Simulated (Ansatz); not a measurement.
Reaction (formal exchange of groups at a C–Si bond): `O[SiH]([SiH3])CCl` + `C=C=C` → `C=C=CCCl` + `O[SiH2][SiH3]`

Computed with Ansatz on PBE0-D4/def2-TZVP structures; ΔE is electronic, products minus reactants. CCSD(T)/CBS adds triple-zeta CCSD(T) − MP2 to the extrapolated MP2 energy (def2 sets, frozen cores). This one scheme is used for every species. One conformer a species, not always the lowest.

```csv
species,CCSD(T)/def2-TZVPP energy (Eh)
`O[SiH]([SiH3])CCl`,-1155.25625
`C=C=C`,-116.43543
`C=C=CCCl`,-614.80477
`O[SiH2][SiH3]`,-656.87490
```

**Question.** Work out ΔE.

**Answer.** ΔE = (-614.80477) + (-656.87490) − (-1155.25625) − (-116.43543) = 0.01201 Eh = +0.33 eV. CCSD(T)/CBS gives +0.35 eV.

Largest T1 diagnostic among the species: 0.012.

In def2-TZVPP, CCSD(T) changes the Hartree–Fock value by +0.05 eV (the triples alone add +0.00 eV) and MP2 by +0.05 eV. The D4 term adds +0.05 eV with B3LYP and +0.03 eV with PBE0; it sums over pairs of atoms, weighted by their polarisabilities, and B3LYP, whose exchange is more repulsive, gets the larger term.

B3LYP here is the variant with VWN-RPA as its local correlation; programs differ in this.
